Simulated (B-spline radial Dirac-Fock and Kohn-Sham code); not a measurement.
Relativistic shifts of the levels of Ar⁺

System: Ar⁺, configuration 1s2 2s2 2p6 3s2 3p5.

Both columns are ΔSCF binding energies of the configuration average from a radial finite-basis atomic code: non-relativistic Hartree-Fock with a point nucleus, and Dirac-Fock with a finite nucleus and the Coulomb interaction alone, averaged over the two j levels with weights 2j+1.

```
shell  Hartree-Fock (eV)  Dirac-Fock (eV)  shift (eV)  shift (%)
   1s             3211.4           3225.2      +13.78      +0.43
   2s              340.3            342.6       +2.38      +0.70
   3s              45.37            45.63       +0.26      +0.57
   3p              27.42            27.40       -0.01      -0.05
```

Relativity binds 1s, 2s, 3s more strongly, among those listed most of all 2s in relative terms, and 3p more weakly.

Values without a named source are computed, but for edge energies of neutral atoms, which are taken from tables.
